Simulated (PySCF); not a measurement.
Molecular orbitals of LaBr

ωB97X at R = 2.710 Å; basis La x2c-TZVPall, Br x2c-TZVPall; spin-free X2C with a Gaussian nucleus; PySCF 2.14. State: triplet, about 0.0 electrons in the 4f shell (Mulliken). Only the outer orbitals are listed, counted within each symmetry.

```tsv
spin	orbital	occ.	ε (eV)	on La (%)	main shells (%)
α	18σ	1	-23.14	14	86 Br s, 12 La p
α	19σ	1	-10.57	13	87 Br p, 9 La d
α	10π	1	-10.09	6	94 Br p
α	10π	1	-10.09	6	94 Br p
α	4δ	1	-5.99	100	100 La d
α	20σ	1	-5.42	100	79 La s, 16 La d
α	11π	0	0.08	100	68 La p, 31 La d
α	11π	0	0.08	100	68 La p, 31 La d
α	21σ	0	0.13	97	51 La p, 40 La d
β	18σ	1	-23.10	16	84 Br s, 14 La p
β	19σ	1	-10.54	12	87 Br p
β	10π	1	-10.09	6	94 Br p
β	10π	1	-10.09	6	94 Br p
β	20σ	0	0.63	100	70 La s, 24 La d
β	11π	0	1.26	95	94 La d
β	11π	0	1.26	95	94 La d
```

Which are the highest filled and the lowest empty level, where do they sit, and how wide is the gap?

Highest filled α 20σ at -5.42 eV (in %: 79 La s, 16 La d); lowest empty α 11π at 0.08 eV (in %: 68 La p, 31 La d); the gap at ωB97X is 5.50 eV. An empty level above zero is unbound, and its energy depends on the basis.

The bond order (Mayer) is 0.95, the ⟨S²⟩ is 2.002 and the charge on La (Mulliken, basis-dependent) is 0.49. The charge on La (Löwdin, basis-dependent) is 0.08 and the dipole moment (positive dipole means La(−)Br(+)) is -5.15 D.

Spin–orbit coupling is left out. The state is the lowest single determinant that the PBE0 search found; with open d or f shells the true ground state can be another one.
